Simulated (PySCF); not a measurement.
Bond length, frequency and bond energy of BiAs by level of theory

State: ¹Σ⁺ (singlet), closed shell. Set-up: PySCF, scalar-relativistic core potentials, basis sets Bi def2-SVP with ECP60, As def2-SVP. De refers to Bi + As in their high-spin ground configurations, without counterpoise correction. A positive dipole means Bi(−)As(+).

```json
{"Level": "RHF", "Re (Å)": "2.331", "ωe (cm⁻¹)": "363", "De (eV)": "-0.64", "μ (D)": "-1.72", "CPU s a point (SCF and correlation, without the integrals)": "0.17"}
{"Level": "RHF-MP2", "Re (Å)": "2.460", "ωe (cm⁻¹)": "253", "De (eV)": "2.45", "μ (D)": "n/a", "CPU s a point (SCF and correlation, without the integrals)": "0.27"}
{"Level": "RHF-SCS-MP2", "Re (Å)": "2.452", "ωe (cm⁻¹)": "261", "De (eV)": "2.31", "μ (D)": "n/a", "CPU s a point (SCF and correlation, without the integrals)": "n/a"}
{"Level": "RHF-CCSD", "Re (Å)": "2.406", "ωe (cm⁻¹)": "305", "De (eV)": "1.84", "μ (D)": "n/a", "CPU s a point (SCF and correlation, without the integrals)": "n/a"}
{"Level": "RHF-CCSD(T)", "Re (Å)": "2.432", "ωe (cm⁻¹)": "284", "De (eV)": "2.21", "μ (D)": "n/a", "CPU s a point (SCF and correlation, without the integrals)": "2.8"}
{"Level": "LDA", "Re (Å)": "2.376", "ωe (cm⁻¹)": "316", "De (eV)": "4.27", "μ (D)": "-1.29", "CPU s a point (SCF and correlation, without the integrals)": "0.75"}
{"Level": "PBE", "Re (Å)": "2.405", "ωe (cm⁻¹)": "305", "De (eV)": "3.29", "μ (D)": "-1.46", "CPU s a point (SCF and correlation, without the integrals)": "1.5"}
{"Level": "revPBE", "Re (Å)": "2.412", "ωe (cm⁻¹)": "302", "De (eV)": "2.96", "μ (D)": "-1.53", "CPU s a point (SCF and correlation, without the integrals)": "1.1"}
{"Level": "r²SCAN", "Re (Å)": "2.381", "ωe (cm⁻¹)": "319", "De (eV)": "2.71", "μ (D)": "-1.62", "CPU s a point (SCF and correlation, without the integrals)": "1.5"}
{"Level": "PBE0", "Re (Å)": "2.368", "ωe (cm⁻¹)": "329", "De (eV)": "2.69", "μ (D)": "-1.59", "CPU s a point (SCF and correlation, without the integrals)": "2.3"}
{"Level": "r²SCAN0", "Re (Å)": "2.355", "ωe (cm⁻¹)": "336", "De (eV)": "2.29", "μ (D)": "-1.63", "CPU s a point (SCF and correlation, without the integrals)": "1.5"}
{"Level": "LC-ωPBE", "Re (Å)": "2.311", "ωe (cm⁻¹)": "369", "De (eV)": "1.85", "μ (D)": "-1.73", "CPU s a point (SCF and correlation, without the integrals)": "1.7"}
```

Task: Which functional lies closest to RHF-CCSD(T) in De, which farthest, and by how much do they differ from it?

Result: Closest is r²SCAN0 (-7.7 pm in Re, +18.3 % in ωe, +0.08 eV in De against RHF-CCSD(T) in the same basis), farthest LDA (-5.6 pm in Re, +11.3 % in ωe, +2.06 eV in De). CCSD(T) converges more slowly with the basis than the functionals do and binds too weakly in this one, so the order can change at the basis-set limit.

Task: What does a quarter of exact exchange do here, going from PBE to PBE0?

Result: PBE0 less PBE: -3.7 pm in Re, +7.9 % in ωe, -0.60 eV in De. Exact exchange removes part of the self-interaction that spreads semilocal densities, and in most molecules shortens and stiffens the bond and lowers De; so it does here.

Task: What does the step from GGA to meta-GGA do here, going from PBE to r²SCAN?

Result: r²SCAN less PBE: -2.4 pm in Re, +4.6 % in ωe, -0.58 eV in De. 

Correlated steps freeze 13 core orbitals. Correlated levels converge slowly with the basis: in double zeta they bind strong bonds too weakly, by up to about 1 eV, and carry superposition errors of some tenths. These are scalar-relativistic numbers at best; spin–orbit coupling would shift them, the dissociation energy most. Where the molecule has an RHF reference, its open-shell atoms are computed with UHF. A negative De means that the minimum lies above the separated atoms at that level.

The whole job (state search and all levels along the bond) took about 3.9 min on 1 thread of Oxide Virtual Turin-like (shared host), peak memory 0.78 GiB.
